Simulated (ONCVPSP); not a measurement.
## Transferability test, ONCV potential for Zn (Z = 30)

| Property | Result |
| --- | --- |
| Element | Zn |
| Generator | ONCVPSP 4.0.1 |
| Type | optimised norm-conserving Vanderbilt (ONCV) |
| Functional | PBE |
| Relativity | scalar-relativistic |
| Frozen core | [Ne] |
| Valence charge | 20 |
| Reference configuration | 3s2 3p6 3d10 4s2 |
| Partial waves | 3s+4s: rc 1.35 bohr, ncon 5, nbas 9, qcut 8.6 1/bohr, 3 projectors, debl 1.2 Ha; 3p: rc 0.90 bohr, ncon 5, nbas 10, qcut 14.4 1/bohr, 2 projectors, debl 1.1 Ha; 3d: rc 0.90 bohr, ncon 3, nbas 7, qcut 20.6 1/bohr, 2 projectors, debl 1.3 Ha |
| Local potential | polynomial inside 0.75 bohr (lpopt 5, dvloc0 0 Ha) |
| Core correction | Teter function, fcfact 5.5, rcfact 1.25 |

In the p channel the program set the typed energies aside and used -3.065, 0.250 Ha.

Energies are relative to the spin-unpolarised reference configuration 3s2 3p6 3d10 4s2; without spin polarisation the order of configurations can differ from experiment.

| valence configuration | charge | ΔE all-electron (eV) | error AE − PS (meV) |
| --- | --- | --- | --- |
| 3s2 3p6 3d10 4s0 | +2 | 28.331 | -0.7 |
| 3s2 3p6 3d9 4s0 | +3 | 68.865 | -11 |
| 3s2 3p6 3d9 4s2 | +1 | 17.901 | +2.0 |

Question: What are ΔE and the potential's error for 3s2 3p6 3d10 4s1?

Answer: ΔE = 9.889 eV all-electron; the error (AE − PS) is -0.6 meV.

Levels in the configuration 3s2 3p6 3d10 4s1:

| level | all-electron (eV) | pseudo (eV) |
| --- | --- | --- |
| 3s | -138.900 | -138.892 |
| 3p | -93.085 | -93.081 |
| 3d | -19.761 | -19.763 |
| 4s | -13.998 | -13.997 |
